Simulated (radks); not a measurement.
Problem. Cu III, configuration [Ar] 3d9 (the NIST ground configuration). Calculated with a radial shooting solver on a logarithmic mesh with Libxc functionals: Dirac Kohn-Sham, PBE, spin-unpolarised, spherical densities, finite nucleus; open shells fill j = l - 1/2 first; Fermi nuclear charge, rms radius 3.8823 fm. Some entries of the table are withheld. Estimate them.

orbital,occ.,eigenvalue (Ry),<r> (bohr)
1s1/2,2,-652.2603,0.05213
2s1/2,2,-79.95177,0.2350
2p1/2,2,-70.27012,(1)
2p3/2,4,-68.76380,(2)
3s1/2,2,-10.30719,0.7099
3p1/2,2,(3),(4)
3p3/2,4,(5),(6)
3d3/2,4,-2.18990,(7)
3d5/2,5,-2.16785,(8)

Solution. 
(1) 2p1/2 <r> (bohr): 0.2041
(2) 2p3/2 <r> (bohr): 0.2075
(3) 3p1/2 eigenvalue (Ry): -7.30085
(4) 3p1/2 <r> (bohr): 0.7380
(5) 3p3/2 eigenvalue (Ry): -7.10965
(6) 3p3/2 <r> (bohr): 0.7484
(7) 3d3/2 <r> (bohr): 0.9188
(8) 3d5/2 <r> (bohr): 0.9250
